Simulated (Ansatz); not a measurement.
The cluster Li₄Se₂⁺, relaxed as a doublet with UKS PBE-D4/def2-SVP in Ansatz, starting from the GFN2-xTB geometry. Force threshold 0.02 eV/Å.

The gap within one spin of the charge 1 doublet nearly closes, so an electron or hole may be smeared out by delocalisation error. Another isomer (doublet) lies 1.00 eV lower at PBE0-D4/def2-TZVP; other spin states weren't run for this one.

Start:

Cartesian coordinates in Å:
```
Li 0.2172 -0.1989 0.2354
Li 4.0377 -2.8154 1.3378
Li -3.0029 0.1041 -2.0775
Li -1.7811 3.3178 0.2415
Se 2.1487 -1.5641 0.8166
Se -1.6196 1.1565 -0.5539
```

```
step   energy (eV)  largest force component (eV/Å)  SCF passes
   1  -131479.1656                           0.158          67
   2  -131479.1785                           0.012          88
```

Force components are those of the run's own axes.

End:

Cartesian coordinates in Å:
```
Li 0.226 -0.189 0.229
Li 3.981 -2.778 1.326
Li -2.971 0.114 -2.048
Li -1.761 3.265 0.234
Se 2.113 -1.538 0.800
Se -1.588 1.126 -0.540
```

By distances, no bond broke or formed. The bond that changes most is Li1–Se6, from 2.42 to 2.37 Å (atoms count from 1).

No frequencies were taken in this run, so the end may be a saddle point.

Hardware: 4 threads of Arm Neoverse V1 on a shared host. Wall time 14 s.
